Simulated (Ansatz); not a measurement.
`F[Si](Cl)(Cl)O[SiH3]` + H₂ → `F[SiH](Cl)Cl` + `O[SiH3]`  (hydrogenolysis of the Si–O bond)

Program: Ansatz. Geometries: PBE0-D4/def2-TZVP. ΔE: electronic, gas phase. CCSD(T)/CBS adds triple-zeta CCSD(T) − MP2 to the extrapolated MP2 energy (def2 sets, frozen cores). This one scheme is used for every species. DFT in def2-TZVPP. Each species was taken in one conformer, which may not be the lowest.

`F[Si](Cl)(Cl)O[SiH3]`:

```xyz
9

F    -2.423    1.317    0.214
Si   -1.511    0.078   -0.119
Cl   -2.095   -1.464    1.051
Cl   -1.779   -0.394   -2.066
O     0.006    0.474    0.171
Si    1.606    0.077    0.183
H     1.819   -1.057    1.113
H     2.025   -0.302   -1.188
H     2.352    1.270    0.641
```

H₂:

```xyz
2

H     0.199    0.038    0.314
H    -0.199   -0.038   -0.314
```

`F[SiH](Cl)Cl`:

```xyz
5

F     1.517   -0.499    0.269
Si    0.016   -0.028    0.110
Cl   -0.894   -1.243   -1.228
Cl    0.014    1.880   -0.564
H    -0.654   -0.111    1.413
```

`O[SiH3]`:

Cartesian coordinates in Å:
```
O 0.375 0.305 1.187
Si -0.228 0.030 -0.321
H 1.129 -0.214 1.468
H 0.788 0.295 -1.377
H -1.370 0.959 -0.478
H -0.694 -1.375 -0.479
```

```tsv
level	ΔE (kJ/mol)
PBE-D4	101.5
r2SCAN0-D4	115.2
CAM-B3LYP-D4	114.4
r2SCAN0	111.7
CCSD(T)/def2-SVP	100.0
MP2/def2-TZVPP	116.5
CCSD(T)/def2-TZVPP	111.4
MP2/CBS(def2)	118.1
```

(1) What does CCSD(T)/CBS give? (Best estimate.)

Largest T1 diagnostic among the species: 0.011.

Results:

(1) The calculation gave: +113.0 kJ/mol. The listed levels differ from it by -11.5, 2.2, 1.4, -1.3, -13.0, 3.5, -1.6, 5.1 kJ/mol.

From PBE to PBE0 (25 % exact exchange), in def2-TZVPP and without D4, ΔE moves by +5.1 kJ/mol. The D4 term adds +16.2 kJ/mol with B3LYP and +9.1 kJ/mol with PBE0; it sums over pairs of atoms, weighted by their polarisabilities, and B3LYP, whose exchange is more repulsive, gets the larger term.

CCSD(T)/CBS has its own doubt, a few kJ/mol and more with outer-core shells, so smaller differences from it don't rank the levels.

B3LYP here is the variant with VWN-RPA as its local correlation; programs differ in this.
